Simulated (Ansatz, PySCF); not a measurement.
RbI, SMILES [Rb][I].

Coordinates come from a B3LYP-D3(BJ)/def2-TZVPD optimisation. The def2 effective core potentials stand for the cores of I, Rb; spin–orbit coupling is left out.

Vertical ionisation energy (IE) and electron affinity (EA) in eV. Rows of orbital energies are one-electron estimates. Where ΔSCF, EOM or ADC give a negative EA the extra electron is unbound and the value depends on the basis.

```tsv
level	IE	EA
−ε(HOMO), −ε(LUMO), ωB97X/def2-TZVPD (PySCF)	7.44	0.22
−ε(HOMO), −ε(LUMO), M06-2X/def2-TZVPD (PySCF)	[?]	[?]
−ε(HOMO), −ε(LUMO), PBE/def2-TZVPD (PySCF)	4.34	2.06
ΔSCF, ωB97X-V/def2-TZVPD (Ansatz), final states of multiplicity 2 and 2	7.49	0.61
ΔSCF, PBE/def2-TZVPD (Ansatz), final states of multiplicity 2 and 2	7.54	0.75
```

Problem. Fill in the missing entries. (An estimate is asked for; the answer gives what the named calculation found.)

Solution. 
- −ε(HOMO), −ε(LUMO), M06-2X/def2-TZVPD (PySCF), IE: 6.38
- −ε(HOMO), −ε(LUMO), M06-2X/def2-TZVPD (PySCF), EA: 1.50

Problem. What vertical singlet–triplet gap does ΔSCF give with ωB97X-V/def2-TZVPD (Ansatz, a first-principles code) and with PBE/def2-TZVPD (Ansatz)? (Estimate from the structure and the level; the computed values follow.)

Solution. 3.86 and 3.62 eV (triplet above singlet where positive).
